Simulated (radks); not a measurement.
Results of a calculation; reference values are marked as such.
All-electron atom: Ir11+ in [Kr] 4d10 4f14 5s2 5p4.

Code: a radial shooting solver on a logarithmic mesh with Libxc functionals. Model: Dirac Kohn-Sham, LB94 model potential, spin-unpolarised, spherical densities, finite nucleus; open shells fill j = l - 1/2 first; Fermi nuclear charge, rms radius 5.4032 fm.

Energy parts (hartree):
part                   energy
kinetic            20352.5841
electron-nucleus  -44306.6080
Hartree             6477.1557
(The LB94 potential has no energy functional, so no total or exchange-correlation energy is given.)

Orbitals (lengths in bohr, moments of r in powers of bohr; <r^-3> diverges for s and p1/2):
orbital  occ.  eigenvalue (hartree)  <1/r>  <r^-3>      <r^2>       <r^4>  small-component weight
1s1/2       2             -2809.244  92.22       -  0.0004186   4.787e-07                8.51e-02
2s1/2       2             -497.9757  22.59       -   0.006338  0.00007031                1.94e-02
2p1/2       2             -477.8857  22.59       -   0.004494  0.00004190                1.96e-02
2p3/2       4             -417.5956  18.62   18870   0.005685  0.00006336                1.75e-02
3s1/2       2             -122.4215  8.287       -    0.04123    0.002568                6.44e-03
3p1/2       2             -113.2909  8.216       -    0.03764    0.002245                6.41e-03
3p3/2       4             -100.1023  7.188    4335    0.04408    0.003041                5.81e-03
3d3/2       4             -84.70559  7.091   756.6    0.03392    0.002033                5.71e-03
3d5/2       6             -81.84665  6.852   633.5    0.03568    0.002229                5.54e-03
4s1/2       2             -31.86376  3.490       -     0.2024     0.05931                2.15e-03
4p1/2       2             -28.00838  3.388       -     0.2070     0.06366                2.07e-03
4p3/2       4             -24.90318  3.025    1019     0.2408     0.08579                1.83e-03
4d3/2       4             -18.53649  2.828   159.2     0.2561      0.1040                1.64e-03
4d5/2       6             -17.95621  2.743   130.2     0.2681      0.1138                1.58e-03
4f5/2       6              -9.83153  2.376   26.77     0.3216      0.2036                1.23e-03
4f7/2       8              -9.71138  2.344   25.50     0.3297      0.2137                1.21e-03
5s1/2       2             -10.70746  1.485       -     0.9551       1.276                6.02e-04
5p1/2       2              -9.38603  1.389       -      1.071       1.622                5.41e-04
5p3/2       2              -8.74533  1.275   212.7      1.221       2.094                4.84e-04

The highest occupied level is 5p3/2 at -237.97 eV. The density falls to 0.001 e/bohr^3 at r = 2.18 bohr. Summed over all electrons, <r^2> = 16.21 bohr^2, which gives a Langevin (diamagnetic) susceptibility term of -12.8 x 10^-6 cm^3/mol. For comparison, the ionisation energy in NIST's Atomic Spectra Database is 240 eV (theoretical). In exact Kohn-Sham theory the highest level is minus the ionisation energy, but local and semilocal functionals leave it too shallow, through self-interaction and a potential that decays too fast; potentials with the right tail come closer. The electron density at the nucleus is 1.822e+06 e/bohr^3.

Beside tabulated values, note that spin-unpolarised runs miss the spin-polarisation part of the exchange energy of open shells.
